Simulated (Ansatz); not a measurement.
Reactions of ethane (`CC`).

Computed with Ansatz on PBE0-D4/def2-TZVP structures; ΔE is electronic, products minus reactants. CBS: MP2 limit from def2 TZ/QZ plus the TZ coupled-cluster correction, frozen cores. Small cases extrapolate CCSD(T) itself. DFT in def2-TZVPP. No spin–orbit coupling; open shells (•) take unrestricted orbitals. Spin–orbit coupling would lower the free atoms: a little for C. For Ge outer-core shells are correlated without core-valence functions, so the limit isn't a true one: a few kJ/mol of doubt a bond, and 10 to 20 or more in all where bonds break to atoms. Scalar relativity is left out up to krypton. Each species was taken in one conformer, which may not be the lowest.

```csv
reaction,B2PLYP (kJ/mol),CCSD/CBS(def2) (kJ/mol),HF/CBS(def2) (kJ/mol),CCSD(T)/CBS(def2) (kJ/mol)
`CC` → 2 `[CH3]`•,394,395,274,407
`CC` → CH₄ + `[CH2]` (triplet),418,414,285,425
`CC` → 2 C• + 6 H•,2961,2950,2307,2978
`CC` + `NCS` → `CNCS` + CH₄,18,20,20,19
`CC` + `[CH3][GeH2][CH3]` → `C[CH2][GeH2][CH3]` + CH₄,4,1,9,0
`CC` + `ClC1C[SiH2]1` → `CC1(Cl)C[SiH2]1` + CH₄,-18,-20,-8,-23
`CC` + `NC(O)(O)F` → `COC(N)(O)F` + CH₄,37,40,38,38
```

Largest T1 diagnostic: 0.011, for `[CH2]` (triplet).

Extrapolated directly: `CC` → 2 `[CH3]`•; `CC` → CH₄ + `[CH2]` (triplet); `CC` → 2 C• + 6 H•.
